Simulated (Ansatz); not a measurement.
Program: Ansatz. Geometries: PBE0-D4/def2-TZVP. ΔE: electronic, gas phase. CCSD(T)/CBS is the MP2 limit (def2-TZVPP, def2-QZVPP) plus CCSD(T) − MP2 in def2-TZVPP, frozen cores. This one scheme is used for every species. DFT in def2-TZVPP. B3LYP here is the variant with VWN-RPA as its local correlation; programs differ in this. HSE06 is defined as in plane-wave codes. def2 core potentials past Kr. For Sn outer-core shells are correlated without core-valence functions, which leaves a few kJ/mol of doubt a bond. One conformer a species, not always the lowest.

Consider the ligand exchange at the Sn–O bond: `FC[O][SnH3]` + `[AlH2][SH]` → `[AlH2][S][SnH3]` + `OCF`.

`FC[O][SnH3]`:

```xyz
9

F    -0.021   -0.359   -1.826
C     0.620    0.667   -1.126
O    -0.051    0.962    0.013
Sn   -0.613   -0.537    1.198
H     1.642    0.300   -0.947
H     0.629    1.542   -1.786
H     0.686   -1.641    1.220
H    -0.843    0.265    2.679
H    -2.048   -1.199    0.576
```

`[AlH2][SH]`:

Z-matrix (Å, degrees):
```
Al
S 1 2.181
H 1 1.579 2 116.5
H 1 1.581 2 118.9 3 -180.0
H 2 1.344 1 93.7 3 180.0
```

`[AlH2][S][SnH3]`:

Cartesian coordinates in Å:
```
Al -0.049 -1.742 -0.904
S 0.488 0.280 -1.484
Sn 0.070 1.391 0.615
H -0.533 -1.997 0.584
H 0.066 -2.882 -1.991
H -1.569 1.193 1.036
H 0.441 3.030 0.333
H 1.087 0.726 1.811
```

`OCF`:

Z-matrix (Å, degrees):
```
C
F 1 1.381
O 1 1.370 2 111.1
H 1 1.091 2 107.8 3 -117.4
H 1 1.096 2 106.3 3 123.2
H 3 0.962 1 109.3 2 70.7
```

| level | ΔE (kJ/mol) |
| --- | --- |
| B3LYP-D4 | -41.2 |
| HSE06-D4 | -53.2 |
| B2PLYP | -40.0 |
| r2SCAN0 | -48.9 |

Problem. What does CCSD(T)/CBS give? (An estimate is asked.)

Solution. The calculation gave: -45.6 kJ/mol. The listed levels differ from it by 4.4, -7.6, 5.6, -3.3 kJ/mol.

Largest T1 diagnostic among the species: 0.013.

From BLYP to BHLYP (50 % exact exchange), in def2-TZVPP and without D4, ΔE moves by −8.1 kJ/mol. At CCSD(T), def2-SVP lies +8.5 kJ/mol from the extrapolated value and def2-TZVPP +3.1 kJ/mol. Leaving LDA and LC-ωPBE aside and taking each functional with its dispersion term where it has one, the values, not all of them listed here, spread over 17.6 kJ/mol, from HSE06-D4 to BLYP-D4.
